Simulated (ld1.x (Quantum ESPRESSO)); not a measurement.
tin: excitation energies, all-electron against TM semilocal

```json
{"Element": "tin (Sn)", "Generator": "ld1.x (Quantum ESPRESSO) 7.5", "Type": "norm-conserving Troullier–Martins (semilocal form)", "Functional": "PBE", "Relativity": "scalar-relativistic", "Frozen core": "[Kr]", "Valence charge": "14", "Reference configuration": "4d10 5s2 5p2", "Partial waves": "5s (bound): rc 1.55 bohr; 5p (bound): rc 2.50 bohr; 4d (bound): rc 1.55 bohr", "Local potential": "the d channel", "Core correction": "none"}
```

Energies are relative to the spin-unpolarised reference configuration 4d10 5s2 5p2; without spin polarisation the order of configurations can differ from experiment.

```tsv
valence configuration	charge	ΔE all-electron (eV)	error AE − PS (meV)
4d10 5s2 5p1	+1	6.875	-0.4
4d10 5s2 5p0	+2	20.827	+2.4
4d10 5s1 5p0	+3	51.798	+51
4d9 5s2 5p3	0	24.466	-110
4d10 5s2 5p1.5	+0.5	2.616	-0.4
```

(1) What are ΔE and the potential's error for 4d10 5s0 5p0?

(2) What are ΔE and the potential's error for 4d10 5s1 5p3?

Levels in the configuration 4d10 5s1 5p0:

```
level  all-electron (eV)  pseudo (eV)
   4d            -55.063      -54.825
   5s            -35.961      -35.879
```

Results:

(1) ΔE = 92.924 eV all-electron; the error (AE − PS) is +151 meV.

(2) ΔE = 6.978 eV all-electron; the error (AE − PS) is -0.1 meV.
